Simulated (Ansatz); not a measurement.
Ansatz results at the PBE0-D4/def2-TZVP geometry: size of the dipole moment (B3LYP/def2-TZVPP) 2.62 D; LUMO energy (B3LYP/def2-TZVPP) 0.18 eV; HOMO energy (B3LYP/def2-TZVPP) -7.18 eV.

Each molecule was computed in one conformer, which needn't be the lowest.

Which molecule gave them?
A. `CN([Si](N)(O)O)[Si](N)(F)F`
B. `O[SiH2]S[SiH](O)O`
C. `C=C[SiH2]N[SiH](Cl)Cl`
D. `N[Si@H](F)O[Si@@H](N)O`

A. The others give `O[SiH2]S[SiH](O)O`: 1.69, -0.22, -7.50; `C=C[SiH2]N[SiH](Cl)Cl`: 1.56, -0.71, -7.74; `N[Si@H](F)O[Si@@H](N)O`: 1.27, 0.56, -7.42.

B3LYP here is the variant with VWN-RPA as its local correlation; programs differ in this.
